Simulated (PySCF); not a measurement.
C2H5ClO2Si. Atoms are numbered in the order given.

```xyz
11

C     -2.0436     0.0348     0.2375
C     -0.8128     0.2573    -0.2245
Cl    -0.4735     1.5947    -1.3036
Si     0.7035    -0.7592     0.1755
O      1.8278     0.0892     1.0519
O      0.1649    -1.9904     1.1377
H     -2.8974     0.6649    -0.0280
H     -2.2023    -0.8132     0.9094
H      1.3157    -1.2290    -1.0997
H      2.3758     0.7221     0.5797
H      0.8052    -2.3683     1.7475
```
Charge 0, spin multiplicity 1.

Geometry optimised at PBE0-D3(BJ)/def2-SVP. This is a generated structure with no PubChem entry under its InChIKey; it may be hypothetical. Other conformers were not sampled.

These are SMD-ωB97X/6-31G* (PySCF) values and carry that method's errors.

Solvation free energies are E(SMD) − E(gas) at the gas-phase geometry, for 1 M in both phases. In vacuum the dipole moment is 1.31 D.

Computed solvation free energies in water, ethanol, acetonitrile:
```json
[
 {"solvent": "water", "ΔG(solv) (kcal/mol)": "-7.3", "its non-electrostatic (CDS) part": "4.1", "dipole (D)": "1.46"},
 {"solvent": "ethanol", "ΔG(solv) (kcal/mol)": "-9.5", "its non-electrostatic (CDS) part": "0.8", "dipole (D)": "1.47"},
 {"solvent": "acetonitrile", "ΔG(solv) (kcal/mol)": "-7.0", "its non-electrostatic (CDS) part": "-0.5", "dipole (D)": "1.47"}
]
```
